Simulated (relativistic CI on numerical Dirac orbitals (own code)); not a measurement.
**Line list: Electric-dipole lines, Cr⁶⁺**

Computed by Dirac-Coulomb-Breit CI, separate exchange-only KLI orbitals for each configuration, a model potential for QED, unscaled Slater integrals (own radial code, finite nucleus).

Configuration list (outside the closed core [Ne]): 3s²3p⁶, 3s²3p⁵3d, 3s3p⁶3d, 3s²3p⁵4s, 3s²3p⁵4p, 3s²3p⁵4d, 3s²3p⁵4f, 3s²3p⁵5s, 3s²3p⁵5p, 3s3p⁶4s, 3s²3p⁵5d, 3s3p⁶4p, 3s²3p⁵5f, 3s²3p⁵5g, 3s²3p⁵6s, 3s²3p⁵6p, 3s3p⁶4d, 3s²3p⁵6d, 3s3p⁶4f, 3s3p⁶5s, 3s3p⁶5p, 3s3p⁶5d, 3s3p⁶5f, 3s3p⁶5g, 3s3p⁶6s, 3s3p⁶6p, 3s3p⁶6d, 3p⁶3d², 3p⁵3d³, 3p⁵3d²4s, 3p⁵3d²4p, 3p⁵3d²4d, 3p⁵3d²4f. Double excitations out of closed p, d and f shells are left out; levels of such configurations are missing from the list, as are those of other unlisted configurations, and high levels can miss mixing partners. These lack a partner that the ground configuration has and come out too high: 3s²3p⁵5s, 3s²3p⁵5p, 3s²3p⁵5d, 3s²3p⁵5f, 3s²3p⁵5g.

```csv
λ vac (nm),Lower,Upper,A (s⁻¹),gf,Branching (%)
14.102,3s²3p⁵3d ³F°4 [5],3s²3p⁵5f ³G5 [89],4.44e+10,1.46e+00,94.0
14.651,3s²3p⁵3d ³D°3 [8],3s²3p⁵5f ³F4 [94],3.89e+10,1.13e+00,77.7
16.756,3s²3p⁵3d ³P°1 [3],3s²3p⁵4f ³D2 [45],5.01e+10,1.05e+00,56.0
16.796,3s²3p⁵3d ³P°2 [4],3s²3p⁵4f ³D3 [48],6.06e+10,1.79e+00,69.5
17.042,3s3p⁶3d ³D2 [15],3s3p⁶4f ³F°3 [143],5.79e+10,1.76e+00,51.9
17.060,3s3p⁶3d ³D3 [16],3s3p⁶4f ³F°4 [142],6.52e+10,2.56e+00,58.4
17.166,3s²3p⁵3d ³F°4 [5],3s²3p⁵4f ³G5 [46],6.95e+10,3.38e+00,97.1
17.216,3s²3p⁵3d ³F°2 [7],3s²3p⁵4f ³G3 [49],4.29e+10,1.33e+00,60.5
17.216,3s²3p⁵3d ³F°3 [6],3s²3p⁵4f ³G4 [47],4.96e+10,1.98e+00,70.8
17.705,3s²3p⁵3d ¹D°2 [9],3s²3p⁵4f ³G3 [54],4.40e+10,1.45e+00,62.4
17.779,3s²3p⁵3d ³D°2 [11],3s²3p⁵4f ³F3 [56],5.54e+10,1.84e+00,74.6
17.856,3s²3p⁵3d ¹F°3 [12],3s²3p⁵4f ³F4 [55],4.79e+10,2.06e+00,68.7
17.923,3s²3p⁵3d ³D°3 [8],3s²3p⁵4f ³F4 [50],4.93e+10,2.14e+00,71.5
18.284,3s3p⁶3d ¹D2 [21],3s3p⁶4f ¹F°3 [145],6.31e+10,2.21e+00,58.6
19.414,3s²3p⁶ ¹S0 [1],3s²3p⁵3d ¹P°1 [13],2.92e+11,4.95e+00,100.0
74.809,3s²3p⁵4f ³D1 [44],3s²3p⁵5g ³F°2 [96],8.55e+09,3.59e+00,75.7
75.084,3s²3p⁵4f ³G5 [46],3s²3p⁵5g ³H°6 [98],1.14e+10,1.25e+01,100.0
75.328,3s²3p⁵4f ³D2 [45],3s²3p⁵5g ³F°3 [97],7.05e+09,4.20e+00,63.3
75.686,3s²3p⁵4f ³G4 [47],3s²3p⁵5g ¹H°5 [99],1.05e+10,9.90e+00,92.7
75.792,3s²3p⁵4f ³D3 [48],3s²3p⁵5g ³F°4 [101],9.02e+09,6.99e+00,80.3
76.486,3s²3p⁵4f ³G3 [54],3s²3p⁵5g ³H°4 [114],9.96e+09,7.86e+00,88.2
76.765,3s²3p⁵4f ³F4 [55],3s²3p⁵5g ³H°5 [115],1.05e+10,1.03e+01,93.7
76.798,3s²3p⁵4f ³G3 [49],3s²3p⁵5g ¹G°4 [104],9.12e+09,7.26e+00,81.3
77.156,3s²3p⁵4f ³F3 [56],3s²3p⁵5g ³F°4 [111],9.90e+09,7.95e+00,88.2
77.293,3s²3p⁵4f ³F4 [50],3s²3p⁵5g ³G°5 [105],9.48e+09,9.34e+00,84.6
78.036,3s²3p⁵4f ³F2 [57],3s²3p⁵5g ³G°3 [113],9.77e+09,6.24e+00,88.0
78.526,3s²3p⁵4f ¹D2 [51],3s²3p⁵5g ³G°3 [102],7.64e+09,4.94e+00,69.0
86.149,3s²3p⁵4p ¹P1 [27],3s²3p⁵4d ³F°2 [40],4.57e+09,2.54e+00,79.9
86.294,3s²3p⁵4p ³D2 [24],3s²3p⁵4d ³F°3 [36],4.75e+09,3.71e+00,86.5
86.926,3s²3p⁵4p ³D3 [23],3s²3p⁵4d ³F°4 [35],5.36e+09,5.46e+00,99.2
87.661,3s²3p⁵4p ³P2 [29],3s²3p⁵4d ³D°3 [41],5.14e+09,4.15e+00,92.6
88.562,3s²3p⁵4p ³P1 [30],3s²3p⁵4d ³D°2 [42],4.02e+09,2.36e+00,70.7
88.664,3s²3p⁵4p ³P2 [26],3s²3p⁵4d ³D°3 [38],4.17e+09,3.44e+00,76.1
121.59,3s²3p⁵4d ³P°2 [34],3s²3p⁵4f ³D3 [48],1.81e+09,2.81e+00,2.1
127.63,3s²3p⁵4d ³F°2 [40],3s²3p⁵4f ³G3 [54],2.04e+09,3.48e+00,2.9
128.06,3s²3p⁵4d ³D°2 [42],3s²3p⁵4f ³F3 [56],1.95e+09,3.36e+00,2.6
130.26,3s²3p⁵4s ³P°2 [17],3s²3p⁵4p ³D3 [23],1.13e+09,2.02e+00,9.1
198.35,3s²3p⁵5p ³D2 [62],3s²3p⁵5d ³F°3 [76],1.20e+09,4.93e+00,52.7
199.72,3s²3p⁵5p ³D3 [61],3s²3p⁵5d ³F°4 [75],1.33e+09,7.17e+00,59.5
200.27,3s²3p⁵5p ³D2 [68],3s²3p⁵5d ³F°3 [82],1.32e+09,5.54e+00,57.1
283.04,3s²3p⁵5d ³F°3 [82],3s²3p⁵5f ³F4 [108],6.26e+08,6.77e+00,1.3
283.68,3s²3p⁵5d ³D°3 [79],3s²3p⁵5f ³F4 [94],5.52e+08,5.99e+00,1.1
284.44,3s²3p⁵5d ³F°3 [76],3s²3p⁵5f ³G4 [91],5.77e+08,6.30e+00,1.2
286.63,3s²3p⁵5d ³F°4 [75],3s²3p⁵5f ³G5 [89],6.04e+08,8.18e+00,1.3
378.20,3s²3p⁵6p ³D3 [117],3s²3p⁵6d ³F°4 [128],4.60e+08,8.88e+00,29.6
```

Terms are leading LS components. Brackets give the number of a level in order of energy, since labels repeat. The list gives strong lines, with weight on those to low levels, without lines whose two gauges differ by over a factor of 2.5, among the lowest 151 of 1496 levels, so that lines to higher ones, which can be the strongest, are missing, and without 20 lines that miss the measured interval by over 7 %, start from a term whose rates miss tabulated ones by over 60 %, have gauges far apart or, lacking measured levels, span too small a gap for the errors found; lines with a level outside our table were not tested and can miss by more. Levels whose partners in the same complex of configurations lie outside the list can be far off, and so can their lines. Rates are taken at the computed energies, electric ones in the length gauge.

At this charge configurations can still be misplaced by up to about 7 % of their energy. 49 of the 58 excited levels that our extract of the measured tables holds in this range could be paired (the sources list more); they are missed by 10356 cm⁻¹ on average and 73771 at most, and levels without a partner can miss by more.

LS names give the leading component of a level, which can be under half, so a name can repeat, a term be missing and a line seem to break the LS rules.
